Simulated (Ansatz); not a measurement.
System: Te$_{2}$, charge 0, triplet. Te2 (SMILES [Te]=[Te], triplet).
B3LYP-D3(BJ)/def2-TZVP minimum from Ansatz (a program for electronic structure):
```
Te
Te 1 2.5746
```
Charge 0, spin multiplicity 3.

Property: atomisation energy (electronic, to ground-state atoms), in kcal/mol. Radicals and triplets start from unrestricted determinants; spin-orbit coupling is neglected. Cores are frozen in correlated methods (noble-gas shells, and filled d and f shells in the p block). Past Kr the def2 sets carry scalar-relativistic core potentials. CBS(X,Y): correlation extrapolated as X^-3, Hartree-Fock from the larger set. A bracket is a step between two methods taken in the basis named. Spin-orbit terms, left out, reach several kcal/mol for Br and I, and more for heavier atoms. The UHF reference of Te2 ([Te]=[Te], triplet) is spin-contaminated (<S^2> up to 0.06 over the pure value in the sets run). The determinant of Te2 ([Te]=[Te], triplet) is a saddle point of the SCF energy; a lower one exists, which strains HF and MP2.

CCSD(T)/CBS(def2-TZVPP,def2-QZVPP) + [CCSDT(Q) - CCSD(T)]/def2-TZVPP + [CCSDTQ - CCSDT(Q)]/def2-SVP (Ansatz) gives 68.1 kcal/mol.

Task: What does PBE/def2-TZVPD (Ansatz) give here, and how do the other levels compare?

Result: PBE gives 78.6 kcal/mol, 10.5 kcal/mol above it. Differences of the others: B3LYP/def2-TZVPD (Ansatz) 0.9; wB97M-V/def2-TZVPD (Ansatz) -7.2; B2PLYP/def2-TZVPD (Ansatz) -0.9; CCSD(T)/CBS(def2-TZVPP,def2-QZVPP) (Ansatz) -0.6 kcal/mol.
